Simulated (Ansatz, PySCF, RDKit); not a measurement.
Dimer: HF (SMILES F) (first 2 atoms) with C2H2 (SMILES C#C); geometry from B3LYP-D3(BJ)/def2-TZVP, rigid monomers moved along the line of their centres of mass till H2···C3 is 3.92 Å.
(charge 0, multiplicity 1):
```tsv
atom	x (Å)	y (Å)	z (Å)
F	-0.0325	-0.0116	0.3487
H	-0.0182	-0.0044	1.2833
C	0.2809	-0.5232	5.1567
C	-0.2043	0.5724	5.1557
H	0.7119	-1.4959	5.1656
H	-0.6350	1.5451	5.1629
```

Monomers are frozen at their geometry in the pair; levels with a basis set take the counterpoise correction. RDKit's UFF carries no charges.

Frozen-core correlation. CBS: X⁻³ extrapolation of the correlation energy, Hartree–Fock from the larger set.

The values were computed with Ansatz (Gaussian basis) for Hartree–Fock, density functionals and correlated methods; PySCF for the dispersion terms; RDKit for the force fields. 

Question: What is the computed interaction energy (PBE0-D3(BJ)/def2-TZVPPD)?

Answer: -45 meV

Question: What interaction energy does UFF give?

Answer: -7 meV

Question: Give the interaction energy at the level CCSD(T)/CBS(aug-cc-pVDZ, aug-cc-pVTZ).

Answer: -40 meV

Ansatz is a first-principles code.
